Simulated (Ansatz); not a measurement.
A further run on P₃Se₇ (the lowest doublet isomer of a short search).

```yaml
crystal:
  periodic: [false, false, false]
  atoms:
    - {symbol: P, position_ang: [1.383349, -2.319010, 0.036922]}
    - {symbol: P, position_ang: [0.537730, 0.909708, -1.347918]}
    - {symbol: P, position_ang: [-1.422683, 1.065021, -0.196650]}
    - {symbol: Se, position_ang: [1.805698, 1.177394, 0.602929]}
    - {symbol: Se, position_ang: [-3.032440, 1.793451, -1.335419]}
    - {symbol: Se, position_ang: [-0.721424, 2.389248, 1.403317]}
    - {symbol: Se, position_ang: [-0.250262, -1.797563, 1.648031]}
    - {symbol: Se, position_ang: [-2.072602, -1.041256, 0.431470]}
    - {symbol: Se, position_ang: [3.024074, -0.900045, 0.654052]}
    - {symbol: Se, position_ang: [0.748560, -1.276939, -1.896745]}
basis:
  gaussian: {orbitals: def2-mTZVP, fitting: {mean_field: def2-universal-jkfit}, nuclear_model: gaussian}
magnetization: {spin_polarized: true, initial_magnetization: 3}
hamiltonian: {xc: {name: PBE}, dispersion: d4}
scf: {lower_state_search: light}
output: {forces: true}
```

```sh
$ ansatz run in.yaml --threads 6 --pin off --events-out ev --progress --plain --max-ram 7833MiB
```

Output, abridged:

```
Functional definition: PBE
2246 factors; integrals over basis functions are off by at most 2.9e-2 eV
mean field evaluation 1: about -485231.0021 eV, gradient 2.3e1 eV
mean field evaluation 2: about -485177.7023 eV, gradient 7.9e1 eV
mean field evaluation 4: about -485224.6938 eV, gradient 3.1e1 eV
mean field evaluation 8: about -485233.1791 eV, gradient 1.1e-1 eV
mean field evaluation 16: about -485233.1798 eV, gradient 4.9e-5 eV
mean field evaluation 32: about -485231.7473 eV, gradient 9.2e0 eV
mean field evaluation 64: about -485233.1147 eV, gradient 7.7e-1 eV
mean field evaluation 96: about -485233.0021 eV, gradient 1.3e0 eV
mean field -485233.17983271 eV, -17831.9904559898 hartree, gradient 2.0e-6 eV, S^2 3.755421; 10 other end points of the search recorded, 0 dependent functions left out
reference -485233.17987755 eV, -17831.9904576375 hartree; 143, 140 occupied and 175, 178 virtual orbitals, 2246 factors
Total energy: -485234.48839129 eV, -17832.0385446306 hartree
Atom 0 at     1.383349    -2.319010     0.036922 Å, force     0.362155    -0.668548     0.910892 eV/Å
Atom 1 at     0.537730     0.909708    -1.347918 Å, force     0.300033    -0.519835    -0.526961 eV/Å
Atom 2 at    -1.422683     1.065021    -0.196650 Å, force     0.509139     0.073956     0.030255 eV/Å
Atom 3 at     1.805698     1.177394     0.602929 Å, force    -0.216845     1.312855     0.365766 eV/Å
Atom 4 at    -3.032440     1.793451    -1.335419 Å, force    -0.634753     0.359010    -0.321431 eV/Å
Atom 5 at    -0.721424     2.389248     1.403317 Å, force    -0.109676     0.073212     0.304095 eV/Å
Atom 6 at    -0.250262    -1.797563     1.648031 Å, force     0.823315    -0.317715     1.107821 eV/Å
Atom 7 at    -2.072602    -1.041256     0.431470 Å, force    -0.671463    -0.178382    -0.597055 eV/Å
Atom 8 at     3.024074    -0.900045     0.654052 Å, force     0.359852    -0.936710     0.169998 eV/Å
Atom 9 at     0.748560    -1.276939    -1.896745 Å, force    -0.721757     0.802157    -1.443380 eV/Å
Dipole moment:     0.118364    -0.154144     0.044878 e Å
```

Hardware: 6 threads of Intel Xeon on a shared host. Wall time 2.2 min, peak host memory 1.5 GiB.
